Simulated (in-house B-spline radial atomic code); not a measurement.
## Removing one electron from Nb29+

Closed shell [Ne] 3s2. Computed with an all-electron radial atomic-structure program (B-spline basis): Koopmans values of Dirac-Hartree-Fock plus a diagonal self-energy, in second order or with its direct term screened (direct RPA, with the hole-particle interaction, or full time-dependent Hartree-Fock), linearised in energy; no-pair Dirac-Coulomb Hamiltonian, finite nucleus. Shifts add to the Koopmans value (the ΔSCF shift is orbital relaxation alone); the final value takes TDHF screening with Breit and QED.

Command:
```bash
python run_mb.py task.json out
```
Settings (nuclear radius in fm, box in bohr, cutoff in hartree):
```
basis_form          2
Z                   41
core_configuration  [Ne] 3s2
rms_radius          4.324
mass_number         93
speed_of_light      137.036
box_radius          3.656
lmax                7
intervals           58
virtual_cutoff      6724.0
```

Time taken, with all properties: 2 s on 1 thread of Intel(R) Xeon(R) 6975P-C, with other jobs on the host.

Energies in eV:

```tsv
subshell	Koopmans	ΔSCF shift	second order	direct RPA	hole-particle	TDHF	Breit + QED	final
3s1/2	1621.33	-0.191	?	?	?	?	?	?
```

(1) What does the self-energy do to 3s1/2?

Results:

(1) It shifts the removal energy by 3.184 eV in second order, 1.964 with direct RPA, 2.500 with the hole-particle term and 3.058 with TDHF screening (quasi-particle weight 0.989); Breit and QED add -1.226 eV. The final value is 1623.16 eV, against 1625.9 ± 2.3 eV (NIST, semi-empirical).
